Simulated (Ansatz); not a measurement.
Reaction (SMILES): CN[SiH2] → CN[SiH2-] (an electron is taken up)
Each molecule is optimised on its own at B3LYP-D3(BJ)/def2-TZVP (Ansatz, a first-principles code), one conformer each, not searched for the lowest.
Geometry of the first species:
```xyz
9

C     -1.6329     0.3857    -0.0781
N     -0.3818    -0.2032    -0.5281
Si     1.1008    -0.1663     0.3584
H     -2.2061     0.7683    -0.9263
H     -1.4198     1.2278     0.5817
H     -2.2655    -0.3193     0.4726
H     -0.5073    -0.9420    -1.2046
H      2.1762    -0.5360    -0.6071
H      1.2814     1.2381     0.8319
```
Charge 0, spin multiplicity 2.

Property: adiabatic electron affinity (electronic energy difference), positive where the reaction releases energy, in eV. Correlated levels leave the core frozen unless marked. UHF or UKS for open shells. No spin-orbit coupling. Non-relativistic. Anions need diffuse functions: aug- sets have them; def2-D sets add few; the other sets have none. CBS(X,Y): correlation extrapolated as X^-3; Hartree-Fock from the larger set.

```json
[
 {"level": "HF/aug-cc-pV(T+d)Z", "program": "Ansatz", "adiabatic electron affinity (eV)": "-0.24", "minus last row": "-1.20"},
 {"level": "HF/cc-pVTZ", "program": "Ansatz", "adiabatic electron affinity (eV)": "-0.35", "minus last row": "-1.31"},
 {"level": "BLYP-D3(BJ)/def2-TZVPD", "program": "Ansatz + dftd3", "adiabatic electron affinity (eV)": "0.79", "minus last row": "-0.17"},
 {"level": "B97M-V/def2-TZVPD", "program": "Ansatz", "adiabatic electron affinity (eV)": "1.02", "minus last row": "0.06"},
 {"level": "PBE0-D4/def2-TZVPD", "program": "Ansatz + dftd4", "adiabatic electron affinity (eV)": "0.83", "minus last row": "-0.13"},
 {"level": "PBE-QIDH/def2-TZVPD", "program": "Ansatz", "adiabatic electron affinity (eV)": "0.77", "minus last row": "-0.19"},
 {"level": "MP2/aug-cc-pV(D+d)Z", "program": "Ansatz", "adiabatic electron affinity (eV)": "0.80", "minus last row": "-0.16"},
 {"level": "MP2/aug-cc-pV(Q+d)Z", "program": "Ansatz", "adiabatic electron affinity (eV)": "0.86", "minus last row": "-0.10"},
 {"level": "CCSD/cc-pV(Q+d)Z", "program": "Ansatz", "adiabatic electron affinity (eV)": "0.79", "minus last row": "-0.17"},
 {"level": "CCSD(T)/CBS(aug-cc-pV(T+d)Z,aug-cc-pV(Q+d)Z)", "program": "Ansatz", "adiabatic electron affinity (eV)": "0.96", "minus last row": "0.00"}
]
```
